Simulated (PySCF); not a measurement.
## Sr²⁰⁺: ionisation energy

Sr²⁰⁺ [Ar] (1S) → Sr²¹⁺ [Ne] 3s2 3p5 (2P), as a difference of total energies. Computed with PySCF 2.14 in an uncontracted even-tempered set (17 s from 2.1 bohr⁻², ratio 2.5; 11 p from 2.7 bohr⁻², ratio 2.5; 5 d from 14 bohr⁻², ratio 2.7; 4 f from 21 bohr⁻², ratio 2.7), with the non-relativistic Hamiltonian (point nucleus). Correlated levels: outer shells: 1s2 frozen; virtual orbitals above 40 to 60 times the deepest correlated orbital energy dropped. The calculations carry no spin-orbit coupling.

| method | ionisation energy (eV) |
| --- | --- |
| UHF | 930.32 |
| MP2 (outer shells) | 931.27 |
| SCS-MP2 (outer shells) | 931.12 |
| CCSD (outer shells) | 931.12 |
| CCSD(T) (outer shells) | 931.12 |

**Question.** How much does correlation contribute at CCSD(T) (outer shells)?

**Answer.** 931.12 − (930.32) = 0.80 eV, measured against UHF.

A first-order spin-orbit estimate (lowest level to lowest level, LS coupling) adds -4.136 eV.

All relativistic terms are absent from these numbers, so their closeness to the reference says little about the methods.

For comparison: 932 ± 3 eV (semi-empirical (NIST evaluation); NIST Atomic Spectra Database, ionization energies).
